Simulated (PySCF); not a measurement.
C₃H₅Cl, SMILES C=C(C)Cl. The structure is a stationary point at PBE0-D3(BJ)/def2-SVP.

Computed equilibrium geometry at PBE0-D3(BJ)/def2-SVP (PySCF confirms it by a frequency run) as Cartesian coordinates in Å, and its point group:
point group Cs.
```xyz
9

C      1.3642     0.9504     0.0000
C      0.1345     0.4366     0.0000
C     -1.1467     1.1980     0.0000
Cl    -0.0829    -1.2955     0.0000
H      2.2512     0.3156     0.0000
H      1.4968     2.0347     0.0000
H     -1.7486     0.9421     0.8860
H     -0.9544     2.2797     0.0000
H     -1.7486     0.9421    -0.8860
```
